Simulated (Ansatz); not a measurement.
Total energies of Mo(OH)4 (MoO₄H₄) from Ansatz at PBE-D4/def2-TZVP, gas phase (1 Eh = 27.2114 eV = 2625.5 kJ/mol). The reference geometry is relaxed at r2SCAN-D4/def2-SVP.

```xyz
9

Mo   -0.072    0.269    0.227
O     1.214    1.581   -0.229
H     1.672    1.403   -1.069
O    -1.832    0.919    0.257
H    -2.517    0.811   -0.417
O     0.467   -0.793   -1.281
H     0.494   -1.735   -1.046
O     0.258   -1.281    1.299
H     0.316   -1.174    2.260
```

```json
{"state": "charge 0 triplet", "geometry": "reference", "energy (Eh)": "-371.49707"}
{"state": "charge 1 doublet", "geometry": "reference", "energy (Eh)": "-371.22300"}
{"state": "charge 1 doublet", "geometry": "relaxed at r2SCAN-D4/def2-SVP", "energy (Eh)": "-371.25643"}
{"state": "charge 0 singlet", "geometry": "relaxed at r2SCAN-D4/def2-SVP", "energy (Eh)": "-371.48849"}
{"state": "free Mo atom (septet)", "geometry": "–", "energy (Eh)": "-68.12409"}
{"state": "free O atom (triplet)", "geometry": "–", "energy (Eh)": "-75.00967"}
{"state": "free H atom (doublet)", "geometry": "–", "energy (Eh)": "-0.49962"}
```

In the def2 sets Mo takes a core potential; there is no spin–orbit coupling.

(1) Work out the vertical ionisation energy to the doublet.

(2) How much does the charge 1 doublet relax, and what is the adiabatic ionisation energy?

(3) Which of the charge 0 states is lowest, and how far above it are the others?

(4) What is the binding energy per atom against free atoms?

(1) E(charge 1 doublet) − E(charge 0 triplet) = -371.22300 − (-371.49707) = 0.27407 Eh = 7.46 eV. For comparison, −ε of the highest occupied level of the spin that leaves is 4.09 eV at this level, 3.37 eV less.

(2) Relaxation: -371.22300 − (-371.25643) = 0.03343 Eh = 0.91 eV. Adiabatic ionisation energy: 0.24064 Eh = 6.55 eV, without zero-point energy. 

(3) The triplet. singlet: -371.48849 − (-371.49707) = 0.00858 Eh = 22.5 kJ/mol.

(4) Atoms: 1 × (-68.12409) + 4 × (-75.00967) + 4 × (-0.49962) = -370.16125 Eh. Binding: -370.16125 − (-371.49707) = 1.33582 Eh = 36.35 eV, or 4.04 eV for each of 9 atoms (no zero-point energy, no counterpoise term).

A triplet lies near this restricted singlet, and broken spin symmetry wasn't tried.
